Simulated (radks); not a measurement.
The numbers below are computed, except where a source is named.
Mean orbital radii <r> (bohr) of the europium ion Eu+, [Xe] 4f7 6s1, at several levels of relativity; Dirac values are averaged over j with weights 2j + 1. Spin-unpolarised spherical Kohn-Sham, LDA (Slater exchange, Perdew-Wang correlation), point nucleus unless stated (finite: rms radius 5.1115 fm), a radial shooting solver on a logarithmic mesh with Libxc functionals. A level marked "c x" has the speed of light scaled by that factor and shares open shells by 2j + 1; other Dirac levels either fill j = l - 1/2 first or share by 2j + 1.

| shell | non-rel. | scalar-rel., finite nucleus | Dirac, 2j+1 shares, finite nucleus | Dirac, c x 0.75 | change of magnitude, last against first (%) |
|---|---|---|---|---|---|
| 3s | 0.2658 | 0.2499 | 0.2495 | 0.2354 | -11.44 |
| 3p | 0.2554 | 0.2482 | 0.2476 | 0.2412 | -5.58 |
| 3d | 0.2270 | 0.2260 | 0.2261 | 0.2256 | -0.61 |
| 4s | 0.6010 | 0.5664 | 0.5663 | 0.5369 | -10.67 |
| 4p | 0.6159 | 0.5998 | 0.5990 | 0.5854 | -4.94 |
| 4d | 0.6548 | 0.6546 | 0.6549 | 0.6556 | +0.12 |
| 5s | 1.473 | 1.379 | 1.380 | 1.300 | -11.75 |
| 5p | 1.669 | 1.627 | 1.626 | 1.588 | -4.83 |
| 4f | 0.9083 | 0.9663 | 0.9674 | 1.032 | +13.64 |
| 6s | 4.030 | 3.810 | 3.812 | 3.603 | -10.61 |
| 5d (empty) | 2.720 | 2.804 | 2.807 | 2.860 | +5.14 |
| 6p (empty) | 4.925 | 4.850 | 4.844 | 4.754 | -3.47 |
